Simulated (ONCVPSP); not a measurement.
# niobium (Nb), ONCV: configuration errors across variants

niobium (Nb), optimised norm-conserving Vanderbilt (ONCV), made with ONCVPSP 4.0.1 (PBE, scalar-relativistic). Core [Ar] 3d10, reference 4s2 4p6 4d4.5 5s0.5. Waves: 4s+5s: rc 1.55 bohr, ncon 4, nbas 9, qcut 5.9 1/bohr, 2 projectors; 4p: rc 1.60 bohr, ncon 4, nbas 8, qcut 7.9 1/bohr, 2 projectors, debl 2.7 Ha; 4d: rc 1.70 bohr, ncon 4, nbas 8, qcut 5.8 1/bohr, 2 projectors, debl 3 Ha; f scattering state at 0.43 Ha: rc 1.55 bohr, ncon 4, nbas 9, qcut 7.5 1/bohr, 2 projectors, debl 2.4 Ha. Local part: polynomial inside 1.20 bohr (lpopt 4, dvloc0 0 Ha). Core correction: none.

All-electron excitation energies from the reference (eV): (1) 4s2 4p6 4d4 5s1 -0.558; (2) 4s2 4p6 4d4 5s0 6.079; (3) 4s2 4p6 4d3 5s0 20.120; (4) 4s2 4p6 4d3 5s1 5p1 2.233.

1 further variants failed, have other tests or too few solved ones, and are left out.

Errors AE − PS in meV (a dash: test not solved or not reliable):

```tsv
change	(1)	(2)	(3)	(4)	bound ghosts	GHOST(+) flags above zero
base	+0.6	-0.3	+0.3	+0.6	none	none
local potential polynomial inside 1.35 bohr (lpopt 5, dvloc0 1 Ha)	+0.6	-0.3	+0.4	+0.6	none	s
s: ncon 5, nbas 10	+0.7	-0.3	+0.3	+0.8	none	s
f: qcut 4.7	+0.6	-0.3	+0.3	+0.6	none	none
f: rc 1.12; local potential polynomial inside 1.12 bohr (lpopt 4, dvloc0 0 Ha)	+0.6	-0.3	+0.3	+0.5	none	s
```

Give the same row for: local potential polynomial inside 1.20 bohr (lpopt 4, dvloc0 -3 Ha).

+0.6, -0.3, +0.2, +0.5; bound ghosts: none; GHOST(+) flags above zero: s.
